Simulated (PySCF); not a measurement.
Molecule: `Cl/C=C(\C)[SiH2]C#N`, C$_{4}$H$_{6}$ClNSi.

Geometry (Å), atoms numbered from 1 in this order:
```xyz
13

C     0.963    0.967    0.717
C     0.490   -0.256   -0.005
C     1.285   -1.019   -0.744
Cl    2.973   -0.739   -0.984
Si   -1.340   -0.691    0.164
C    -2.265    0.764   -0.561
N    -2.819    1.664   -1.004
H     0.436    1.843    0.341
H     0.746    0.884    1.782
H     2.031    1.116    0.586
H     0.939   -1.895   -1.269
H    -1.706   -1.873   -0.613
H    -1.738   -0.765    1.573
```

Frames of a GFN2-xTB Langevin trajectory at 300 K; GIAO PBE0/pcSseg-1 shieldings in PySCF 2.14.0 with density-fitted response routines, gas phase, non-relativistic; equivalent atoms averaged within each frame.

References, each an isolated molecule treated in the same way: TMS for ¹³C (186.93 ppm), ²⁹Si (349.16 ppm), ¹H (31.72 ppm); ³⁵Cl (949.78 ppm) against HCl; ¹⁵N (267.73 ppm) vs NH3. The references are static minima.

How do the shifts (ppm) fluctuate along the trajectory?

## Answers


```csv
time (fs),C3,C2,C6,C1,Cl4,Si5,N7,H11,H12/H13,H8/H9/H10
optimised geometry,142.6,136.8,122.6,18.6,239,-68.9,366.5,6.43,4.59,2.29
250,148.2,145.8,126.8,20.7,240,-78.7,372.4,6.10,4.92,2.81
425,145.9,135.2,122.7,27.8,256,-77.8,371.7,6.32,4.65,3.06
625,151.6,143.7,121.5,16.7,239,-59.2,357.2,6.69,4.99,1.80
800,138.8,131.1,127.7,18.7,237,-63.6,383.7,6.33,5.55,2.61
1000,146.4,143.4,128.6,20.1,251,-63.6,390.9,6.88,4.56,2.66
mean of frames,146.2,139.8,125.5,20.8,244,-68.6,375.2,6.47,4.93,2.59
standard deviation,4.7,6.3,3.2,4.2,8,9.0,12.9,0.32,0.39,0.47
```

5 frames give an uncertainty of the mean of about the standard deviation over 2.2 at best, since frames this close in time may not be independent; classical motion lacks zero-point vibration, and the reference would need the same averaging.
